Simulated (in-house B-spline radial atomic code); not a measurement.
Configurations of Er⁶⁺, with energies counted from [Kr] 4d10 4f10 5s2 5p4. Method: scalar-relativistic (X2C) HSE06, spin-polarised, spherical fractional occupations, exact exchange averaged over the configuration, Fermi nucleus of rms radius 5.2516 fm. Calculated with an all-electron radial atomic-structure program (B-spline basis). Shells without spins written out take the highest spin.

Occupations are held fixed; configurations that lie above the ionisation limit could autoionise.

```
             configuration  E - E(ref) (eV)  highest orbital  its <r> (bohr)
     [Kr] 4d10 4f9 5s2 5p5          -11.192          4f down          0.6914
 [Kr] 4d10 4f9 5s2 5p4 6s1            36.99            6s up           2.355
[Kr] 4d10 4f10 5s2 5p3 6s1           45.808            6s up           2.373
[Kr] 4d10 4f10 5s2 5p3 6p1           55.331            6p up           2.669
 [Kr] 4d10 4f9 5s2 5p4 5f1           56.784            5f up           2.451
 [Kr] 4d10 4f9 5s2 5p4 6d1           59.535            6d up            3.25
```

**Question.** Order these further configurations by energy, lowest first.
A. [Kr] 4d10 4f10 5s2 5p3 6d1
B. [Kr] 4d9 4f10 5s2 5p4 5f1
C. [Kr] 4d9 4f10 5s2 5p4 6d1
D. [Kr] 4d10 4f9 5s2 5p4 5d1
E. [Kr] 4d10 4f9 5s2 5p4 6f1

**Answer.** D (23.315 eV), A (68.138 eV), E (72.291 eV), B (224.46 eV), C (227.22 eV).

**Question.** How far above the reference does [Kr] 4d9 4f10 5s2 5p4 6p1 lie?

**Answer.** 214.28 eV; its least bound orbital is 6p up with <r> = 2.645 bohr.

**Question.** Is the reference the lowest configuration at this level of theory?

**Answer.** No: [Kr] 4d10 4f9 5s2 5p5 lies 11.19 eV lower with this functional.
